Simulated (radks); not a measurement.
The numbers below are computed, except where a source is named.
Fractional charge and spin in the 6s shell of thallium: the spin-up occupation runs from 0 to 1 and the spin-down occupation from 0 to 1; the fullest corner is Tl, [Xe] 4f14 5d10 6p(up 0.5, down 0.5) 6s(up 1, down 1). Code: a radial shooting solver on a logarithmic mesh with Libxc functionals. Model: scalar-relativistic Kohn-Sham, r2SCAN, spin-polarised, spherical densities, finite nucleus; meta-GGA in the generalised Kohn-Sham scheme; Fermi nuclear charge, rms radius of each element as measured or else 0.836 A^(1/3) + 0.57 fm. Energy (eV) above the fullest corner. The planes named below are the two flat planes that join the four corners, with an edge along up + down = one added electron.

| down \ up | 0 | 0.25 | 0.5 | 0.75 | 1 |
|---|---|---|---|---|---|
| 0 | 35.521 | 29.216 | 23.410 | 18.096 | 13.255 |
| 0.25 | 29.216 | 23.512 | 18.294 | 13.555 | 9.279 |
| 0.5 | 23.410 | 18.294 | 13.649 | 9.473 | 5.748 |
| 0.75 | 18.096 | 13.555 | 9.473 | 5.848 | 2.663 |
| 1 | 13.255 | 9.279 | 5.748 | 2.663 | 0.000 |

Corners above the fullest one (they belong to Tl+ and the next ion): (up 1, down 0) 13.255 eV, (up 0, down 1) 13.255 eV, (up 0, down 0) 35.521 eV. With half an added electron in each spin the energy lies 0.394 eV from the planes, and with half an added electron in spin up alone -0.978 eV. The planes are only a guide here: the flat-plane condition holds for ground states with one frontier orbital, while this shell lies below other occupied shells, so the corners above the fullest one are inner-hole states and not the ground states of those ions.
